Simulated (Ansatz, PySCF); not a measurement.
Process, species as SMILES: NC1CCCC1 -> NC1C[CH]CC1 + H atom (the C-H bond at the site shown breaks; other sites are not compared here)
Structures are relaxed separately at B3LYP-D3(BJ)/def2-TZVP in Ansatz (a program for electronic structure), one conformer each, not searched for the lowest. Frequencies are from Ansatz or PySCF.

Property: bond dissociation energy (enthalpy at 298 K, with B3LYP-D3(BJ) rigid-rotor harmonic-oscillator terms), in kcal/mol. Cores are frozen in the correlated levels unless marked. Open shells are spin-unrestricted. Spin-orbit coupling is left out. No relativistic terms. Basis-set limits of correlation are two-point, X^-3; Hartree-Fock from the larger set. [CCSD(T)-MP2]/basis is that difference in the basis named.

```tsv
level	program	bond dissociation energy (kcal/mol)
PBE/def2-TZVPD	Ansatz	90.6
revPBE-D3(BJ)/def2-TZVPD	Ansatz + dftd3	89.9
r2SCAN/def2-TZVPD	Ansatz	89.3
B3LYP-D3(BJ)/def2-TZVPD	Ansatz + dftd3	93.3
B3LYP-D4/def2-TZVPD	Ansatz + dftd4	93.1
PBE0/def2-QZVPP	Ansatz	[?]
HSE06-D4/def2-TZVPD	Ansatz + dftd4	91.3
wB97X-V/def2-TZVPD	Ansatz	94.9
B2PLYP-D3(BJ)/def2-TZVPD	Ansatz + dftd3	93.4
B2PLYP-D4/def2-TZVPD	Ansatz + dftd4	93.4
RPA@PBE/cc-pVTZ	Ansatz	[?]
RPA@PBE/cc-pVQZ	Ansatz	95.4
SCS-MP2/cc-pVDZ	Ansatz	93.2
RI-MP2/CBS(cc-pVTZ,cc-pVQZ)+[CCSD(T)-MP2]/cc-pVTZ	Ansatz	[?]
```

Question: Complete the blanks.

Answer: 
- PBE0/def2-QZVPP, bond dissociation energy (kcal/mol): 91.0
- RPA@PBE/cc-pVTZ, bond dissociation energy (kcal/mol): 95.2
- RI-MP2/CBS(cc-pVTZ,cc-pVQZ)+[CCSD(T)-MP2]/cc-pVTZ, bond dissociation energy (kcal/mol): 96.9
